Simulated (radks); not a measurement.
Problem. The mean radii <r> (bohr) of the occupied orbitals of an atom or ion are listed with their occupations. Calculated with a radial shooting solver on a logarithmic mesh with Libxc functionals: non-relativistic Kohn-Sham, PBEsol, spin-unpolarised, spherical densities, point nucleus.

| orbital | occ. | <r> |
|---|---|---|
| 1s | 2 | 0.3301 |
| 2s | 2 | 1.785 |

Name the element and its charge.

Solution. Z = 5, boron, charge +1: B+ in [He] 2s2. The 1s radius gives Z: for a bare nucleus <r> = 1.5/Z, 0.3 bohr for Z = 5, and screening makes it slightly larger (0.3301 here). The occupations add up to 4, and the charge is Z minus that.
